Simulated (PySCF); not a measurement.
SbEt3, C6H15Sb.
Bonds: Sb1–C2, Sb1–C9, Sb1–C16, C2–C3, C9–C10, C16–C17. Hydrogens: H4, H5 on C2; H6, H7, H8 on C3; H11, H12 on C9; H13, H14, H15 on C10; H18, H19 on C16; H20, H21, H22 on C17.

Method: PBE0-D3(BJ)/def2-SVP geometry optimisation, gas phase, def2 core potentials past Kr (PySCF); density fitting, grid level 1; the optimiser is geomeTRIC in internal coordinates, started from a GFN2-xTB structure with every atom displaced at random (about 0.03 Å).

Step 0: E = -12991.6342 eV
```
atom  x, y, z in Å  |  force x, y, z in eV/Å
Sb1     0.0747   -0.0887    0.9944   -0.808   1.468  -0.013
C2      1.8064    0.1254   -0.2520    0.369   1.511  -0.717
C3      2.8558   -0.8173    0.1764    3.247   1.875   1.179
H4      2.2747    1.1756   -0.2033   -1.036  -1.092  -0.109
H5      1.5276   -0.0897   -1.3079   -0.083   0.308   0.318
H6      3.7790   -0.7096   -0.4498   -0.422  -0.112   0.121
H7      3.2534   -0.5967    1.2237   -0.617  -0.239  -0.902
H8      2.6175   -1.8257    0.1514   -0.868  -2.520  -0.071
C9     -1.0420    1.5271   -0.1366    0.002  -1.439  -0.935
C10    -0.7535    2.9131    0.3109   -1.830   1.481  -1.089
H11    -2.1304    1.2955   -0.0981    0.384  -0.036   0.051
H12    -0.7165    1.3919   -1.2146   -0.292  -0.071   0.902
H13    -1.3503    3.6815   -0.3671    1.267  -1.193   1.208
H14    -1.1201    3.0641    1.3320    0.214   0.234   0.248
H15     0.3075    3.1004    0.2312    0.624   0.533   0.119
C16    -0.7972   -1.6094   -0.2069   -0.223  -1.051  -0.244
C17    -2.1551   -2.0769    0.2365    1.486  -3.060  -0.430
H18    -0.1144   -2.4597   -0.1687    0.394  -0.275  -0.023
H19    -0.8532   -1.3243   -1.2535    0.196   0.458  -0.490
H20    -2.6158   -2.8890   -0.3787    0.627   0.192  -0.045
H21    -2.1602   -2.4824    1.2349    0.092  -0.155   0.901
H22    -2.8518   -1.3501    0.1886   -2.723   3.184   0.020
```

Step 1: E = -12992.3708 eV
```
atom  x, y, z in Å  |  force x, y, z in eV/Å
Sb1     0.0261   -0.0154    0.9704    0.142  -0.166  -0.055
C2      1.8362    0.1490   -0.2650    0.091  -0.315   0.055
C3      2.9333   -0.8113    0.1775    0.381   0.096   0.068
H4      2.2018    1.1856   -0.2319   -0.072   0.107   0.096
H5      1.5400   -0.0463   -1.3086   -0.073  -0.009   0.007
H6      3.8458   -0.7252   -0.4430   -0.170   0.009  -0.091
H7      3.2773   -0.6065    1.2060   -0.165   0.003   0.022
H8      2.6348   -1.8715    0.1472   -0.127   0.032  -0.035
C9     -1.0487    1.5058   -0.1400    0.083   0.033  -0.141
C10    -0.7666    2.9306    0.3100   -0.282   0.016  -0.115
H11    -2.1193    1.2516   -0.0850   -0.014   0.079   0.058
H12    -0.7368    1.3350   -1.1835   -0.064   0.127  -0.039
H13    -1.3074    3.6591   -0.3153    0.017   0.033  -0.093
H14    -1.1065    3.1172    1.3406    0.118  -0.087   0.073
H15     0.3018    3.1856    0.2438    0.040  -0.025   0.062
C16    -0.8150   -1.6550   -0.2193    0.044  -0.188   0.049
C17    -2.1992   -2.0950    0.2309   -0.083  -0.232  -0.065
H18    -0.1029   -2.4964   -0.1437   -0.020   0.071   0.042
H19    -0.8235   -1.3615   -1.2826    0.030   0.151   0.053
H20    -2.5808   -2.9275   -0.3893    0.063   0.068   0.002
H21    -2.2084   -2.4629    1.2706    0.042   0.113   0.000
H22    -2.9460   -1.2901    0.1531    0.018   0.083   0.048
```

Problem. Estimate the geometry and energy of step 2. (The exact step hangs on the optimiser's Hessian estimate; all steps are aligned on step 1, rigid shifts and turns removed.)

Solution. E = -12992.3975 eV, largest force 0.216 eV/Å
```
atom  x, y, z in Å  |  force x, y, z in eV/Å
Sb1     0.0307   -0.0261    0.9682   -0.122   0.173  -0.041
C2      1.8320    0.1340   -0.2523    0.063  -0.090  -0.043
C3      2.9304   -0.8259    0.1774    0.061  -0.023  -0.006
H4      2.1784    1.1777   -0.2019   -0.008   0.049   0.042
H5      1.5251   -0.0496   -1.2951   -0.013   0.002  -0.001
H6      3.8286   -0.7344   -0.4571   -0.039  -0.007  -0.031
H7      3.2565   -0.6364    1.2122   -0.032  -0.004   0.032
H8      2.6064   -1.8802    0.1272    0.002   0.067  -0.007
C9     -1.0574    1.5174   -0.1582    0.138  -0.121   0.032
C10    -0.7778    2.9382    0.3003   -0.044  -0.018   0.030
H11    -2.1291    1.2741   -0.0864   -0.020  -0.004   0.038
H12    -0.7651    1.3686   -1.2096   -0.013   0.019  -0.047
H13    -1.3198    3.6762   -0.3124   -0.017   0.022  -0.052
H14    -1.0924    3.1011    1.3436    0.051  -0.022   0.013
H15     0.2927    3.1900    0.2316    0.004  -0.004   0.026
C16    -0.7924   -1.6655   -0.2124    0.000  -0.101  -0.026
C17    -2.1803   -2.0977    0.2305   -0.074  -0.009  -0.021
H18    -0.0773   -2.5019   -0.1306   -0.014   0.024   0.015
H19    -0.7886   -1.3520   -1.2703    0.006   0.051   0.044
H20    -2.5617   -2.9253   -0.3915   -0.007   0.010   0.002
H21    -2.1878   -2.4511    1.2750    0.006   0.042  -0.020
H22    -2.9153   -1.2763    0.1548    0.072  -0.057   0.020
```

The energy changes by -0.0267 eV. The first-order estimate −F·Δx gives -0.0499 eV and the mean of the old and new forces, exact on a quadratic surface, -0.0269 eV. The step makes an angle of 64° with the force vector and moves no atom by more than 0.051 Å.

The cost below is that of the whole optimisation. The run took 4.3 min of wall time on Arm Neoverse V1, one thread, shared host with 64 logical CPUs at a one-minute load of 52, and the process peaked at 0.82 GiB of memory.
